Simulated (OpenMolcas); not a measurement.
Fe2+ (d6) in a complex was computed by SS-CASPT2, IPEA 0.25 Eh, imaginary shift 0.1 Eh with the d shell active (OpenMolcas, ANO-RCC-VTZP on the metal). Its lowest spin-free states, and all those of the highest spin:

```tsv
2S+1	Degeneracy	E (cm-1)
5	1	0
5	2	1270
5	2	5880
3	2	18650
3	1	18790
3	1	18800
3	2	18940
3	1	19550
3	2	19560
3	2	19590
3	2	20570
3	2	20750
```

**Question.** Is the site octahedral, tetrahedral or cube-like, axial, or of lower symmetry?

**Answer.** The states with 2S+1 = 5 have orbital degeneracies 1, 2, 2. There are pairs but no triples, so the site is axial: not cubic, but with a proper or improper axis of order three or more. The run had Fe2+ with 3 ligands (chloride) in trigonal planar coordination (D3h) at 2.34 Å. A charge of +0.333 e stands 2.6 Å behind each ligand. Ligand basis ANO-RCC-VDZP.

Roots that are degenerate in the reference are averaged as groups; the widest CASPT2 spread within a group is 150 cm-1 (the 2-fold group of multiplicity 5 near 5880 cm-1 above the lowest state of its run). Shifts and gaps below about the spread of the groups concerned are not significant. Over all roots computed the reference weight is 0.75 to 0.78; a low but even weight reflects the number of correlated electrons. A single d shell leaves out the double-shell effect, which counts most for late 3d ions, where the CASPT2 field can be off either way by tens of per cent. Ligand-to-metal charge-transfer states are missing. For late 3d ions with one d shell CASPT2 can put B and the spin-flip bands somewhat low as well as high. Free-ion shares, where given, are those of the reference states; single-state CASPT2 does not remix them. No measured value stands beside these numbers; the geometry was imposed, not optimised, and the real ion may take another.
